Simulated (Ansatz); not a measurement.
A series at Sn: from `[Cl][SnH]([Cl])[Cl]`, ligands are replaced one by one, each step taking up H₂O and setting free HCl; n counts the steps. Ansatz, PBE0-D4/def2-TZVP geometries. Each molecule was computed in one conformer, which needn't be the lowest.

```csv
n,molecule,"HOMO energy, ωB97M-V/def2-TZVPP (eV)"
0,`[Cl][SnH]([Cl])[Cl]`,-11.69
1,`[OH][SnH]([Cl])[Cl]`,-11.54
2,`[OH][SnH]([OH])[Cl]`,-11.44
3,`[OH][SnH]([OH])[OH]`,?
```

By hand: fit a straight line y = ȳ + b (n − n̄) to the 3 given rows and predict n = 3.

n̄ = 1.000, ȳ = -11.557; Σ(n − n̄)(y − ȳ) = 0.250, Σ(n − n̄)² = 2.000, so b = 0.125 eV a step. Prediction: -11.557 + (0.125) × (2.000) = -11.31 eV.

By hand: compare with the computed value, -11.14 eV, and give the steps along the whole series.

The line misses by 0.17 eV (computed minus predicted). Steps: 0.15, 0.10, 0.30 eV.

The steps differ by up to 0.20 eV without a steady trend. The highest orbital can change its character along such a series. The miss is 30.9 % of the series' range.
